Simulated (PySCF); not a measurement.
Working out the ionisation energy of K⁵⁺

K⁵⁺ [Ne] 3s2 3p2 (3P) → K⁶⁺ [Ne] 3s2 3p1 (2P). Computed with PySCF 2.14 in an uncontracted even-tempered set (20 s from 0.13 bohr⁻², ratio 2.5; 13 p from 0.17 bohr⁻², ratio 2.5; 5 d from 1.5 bohr⁻², ratio 2.7; 5 f from 2.3 bohr⁻², ratio 2.7), with scalar relativity by spin-free X2C-1e. Frozen: 1s2; the 23 highest virtual orbitals dropped. Energies in hartree (1 hartree = 27.21139 eV):

| part | K⁵⁺ (lower) | K⁶⁺ (upper) |
| --- | --- | --- |
| UHF | -593.392860 | -589.768886 |
| MP2 opposite-spin | -0.304832 | -0.293949 |
| MP2 same-spin | -0.104400 | -0.094526 |

Task: What does Hartree-Fock give?

Result: (-589.768886) − (-593.392860) = 3.623974 hartree = 98.613 eV.

Task: What do MP2 and SCS-MP2 (6/5 opposite-spin, 1/3 same-spin) give?

Result: The opposite-spin parts differ by 0.296 eV and the same-spin parts by 0.269 eV. MP2: 98.613 + (0.296) + (0.269) = 99.178 eV. SCS-MP2: 98.613 + 1.2 × (0.296) + (0.269)/3 = 99.058 eV.

A first-order spin-orbit estimate adds -0.019 eV to MP2 (outer shells), giving 99.159 eV against 99.44 ± 0.2 eV (semi-empirical (NIST evaluation); NIST Atomic Spectra Database, ionization energies).

What remains against the reference includes basis incompleteness, the frozen core and correlation beyond second order.
